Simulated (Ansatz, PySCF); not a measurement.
H₇GeNSSi, singlet, geometry from GFN2-xTB, with bond 10-4 at 2.4 times its length. Base run: CASSCF(4,4)/STO-3G run with PySCF.

Here is a job for PySCF.
```python
from pyscf import gto, scf, mcscf
import numpy

mol = gto.M(
    atom='''
Si   -1.43840146   -0.98726898   -0.77658897
N    -2.38068726   -0.66398246    0.62032825
S     0.11828915    0.48847253   -1.19127731
Ge    1.20448217    0.41284056    0.70170167
H    -2.28564174   -0.87103979   -1.94790881
H    -0.77376785   -2.26275877   -0.54287052
H    -3.03146223    0.10572552    0.60878143
H    -1.96031339   -0.74428784    1.53375442
H     2.45098804    1.22622149    0.55100381
H     2.08023888   -2.96734243    1.63734321
H     0.39719170    0.98489327    1.84161894
''',
    basis='sto-3g',
    verbose=3,
)

mf = scf.RHF(mol)
mf.kernel()
mc = mcscf.CASSCF(mf, 4, 4)
mc.fix_spin_(ss=0.0)
mc.kernel()
occ = numpy.linalg.eigvalsh(mc.fcisolver.make_rdm1(mc.ci, mc.ncas, mc.nelecas))[::-1]
ss = mc.fcisolver.spin_square(mc.ci, mc.ncas, mc.nelecas)[0]
print('natural occupations', occ.round(4), ' <S^2>', round(ss, 4))
```

Programs used: Ansatz (a quantum-chemistry and plane-wave program), PySCF; a row that names a program was run with it.

Variants of this job, named by their change:

```csv
change,ΔE vs base (kcal/mol),natural occupations,<S^2> of the state
base,0.000,1.97 1.14 0.86 0.03,0.00
solver = newton,0.000,1.97 1.14 0.86 0.03,0.00
fix_spin_ = off,0.000,1.97 1.14 0.86 0.03,0.00
orbitals = fixed (CASCI); correction = SC-NEVPT2,-77.5,2.00 1.15 0.85 0.00,0.00
"active space = 8 electrons, 6 orbitals",-1.39,2.00 2.00 1.97 1.14 0.86 0.03,0.00
state_average = 2 states,13.64,-,-
orbitals = fixed (CASCI),11.16,2.00 1.15 0.85 0.00,0.00
conv_tol = 1e-5,0.000,1.97 1.14 0.86 0.03,0.00
"active space = 10 electrons, 8 orbitals",-13.23,2.00 1.99 1.97 1.97 1.14 0.86 0.03 0.03,0.00
correction = SC-NEVPT2,-78.4,1.97 1.14 0.86 0.03,0.00
code = ansatz,0.011,-,-
```

Active orbitals are taken around the Fermi level unless the row says otherwise; CASSCF can end in different local minima, and two programs can end on different orbitals. State-averaged rows give the lowest state.
